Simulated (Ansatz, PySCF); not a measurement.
Barrier from R1 to the saddle point P1, each structure at its B3LYP-D3(BJ)/def2-TZVP stationary point, reached from a drawn start; harmonic modes at that level show the others as minima.
R1, CF3 (SMILES F[C](F)F) (charge 0, multiplicity 2):
```xyz
4

C      0.0000     0.0000     0.2980
F      1.2600     0.0000    -0.0993
F     -0.6300     1.0912    -0.0993
F     -0.6300    -1.0912    -0.0993
```
P1, CF3, a first-order saddle point (one imaginary mode, 1100i cm⁻¹) (charge 0, multiplicity 2):
```xyz
4

C      0.00000     0.00000     0.00000
F      1.31551     0.00000     0.00000
F     -0.65776     1.13927     0.00000
F     -0.65776    -1.13927     0.00000
```

P less R. No zero-point or thermal terms; open shells are unrestricted. No path was followed down from the saddle.

Cores are frozen in the correlated methods. CBS(a, b) extrapolates the correlation energy as X⁻³ and adds the Hartree–Fock energy of set b.

Run with Ansatz (a program for electronic structure) with Gaussian orbitals; PySCF for the D3/D4 terms. Each number belongs to the level named beside it.

```
level                          barrier height (kJ/mol)
-----------------------------  -----------------------
SVWN5/def2-TZVPP                                 101.1
revPBE-D3(BJ)/def2-TZVPP                         104.8
B3LYP-D4/def2-TZVPP                              106.5
PBE0-D3(BJ)/def2-TZVPP                           109.4
PBE0-D4/def2-TZVPP                               109.4
BHLYP/def2-TZVPP                                 115.3
wB97X-V/def2-TZVPP                               111.3
CCSD/cc-pVDZ                                (withheld)
CCSD(T)/CBS(cc-pVTZ, cc-pVQZ)               (withheld)
```

### Question
Fill in the missing entries.

### Answer

- CCSD/cc-pVDZ, barrier height (kJ/mol): 121.8
- CCSD(T)/CBS(cc-pVTZ, cc-pVQZ), barrier height (kJ/mol): 123.3
